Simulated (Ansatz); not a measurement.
## Worked example: C3H11NSi + SiH2(OH)(SiH3) → C2H11NSi2 + SiH2(CH3)(OH)

Species: C3H11NSi `C[SiH2]N(C)C`, singlet; SiH2(OH)(SiH3) (disilanol), singlet; C2H11NSi2 `C[SiH2]N(C)[SiH3]`, singlet; SiH2(CH3)(OH), singlet. The partners trade CH3 for SiH3: N–CH3 and Si–SiH3 bonds give way to N–SiH3 and Si–CH3.

Shapes, held fixed at every level: PBE0-D4/def2-TZVP. Flexible molecules stand in one conformer, not always the lowest. Programs: Ansatz 0.2.0. The zero-point and thermal change to 298 K, harmonic and unscaled (PBE0-D4/def2-TZVP), is -1.8 kJ/mol.

At CCSD(T)/CBS estimate; 1 Eh = 2625.50 kJ/mol:

```
       species  energy (Eh)
      C3H11NSi  -464.577994
SiH2(OH)(SiH3)  -656.967893
     C2H11NSi2  -715.628772
 SiH2(CH3)(OH)  -405.969455
```

Problem. Work out ΔH(298 K) of the reaction at this level.

Solution. 
1. Products less reactants: (-715.628772) + (-405.969455) − [(-464.577994) + (-656.967893)] = -0.052340 Eh = -137.4 kJ/mol.
2. With the thermal change: -137.4 + (-1.8) = -139.2 kJ/mol.

Other levels give -141.2 (wB97M-V/def2-TZVPP) to -114.3 kJ/mol (PBE-D4/def2-TZVPP). No measured value is set beside it here. The CBS estimate extrapolates MP2 from def2-TZVPP and def2-QZVPP and adds CCSD(T) − MP2 in the triple-zeta set, cores frozen. The median of the other levels is -126.4 kJ/mol.
